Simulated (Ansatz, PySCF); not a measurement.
Molecule: boron oxyfluoride, sum formula BOF, charge 0, multiplicity 1. 
Geometry from a B3LYP-D3(BJ)/def2-TZVP (Ansatz, a first-principles code) optimisation:
```xyz
3

F      0.0000     0.0000    -1.1989
B      0.0000     0.0000     0.0871
O      0.0000     0.0000     1.2943
```
Charge 0, spin multiplicity 1.

Dipole moments at this geometry, in debye (magnitudes).

```csv
level,program,dipole (D)
PBE/def2-TZVPD,Ansatz,2.07
BLYP/def2-TZVPD,Ansatz,2.08
M06-L/def2-TZVPD,PySCF,2.12
MN15/def2-TZVPD,PySCF,___
wB97X-V/def2-TZVPD,Ansatz,2.22
CCSD(T)/aug-cc-pVDZ,Ansatz,___
```

Question: Some entries are withheld; supply them.

Answer: 
- MN15/def2-TZVPD, dipole (D): 2.16
- CCSD(T)/aug-cc-pVDZ, dipole (D): 2.06
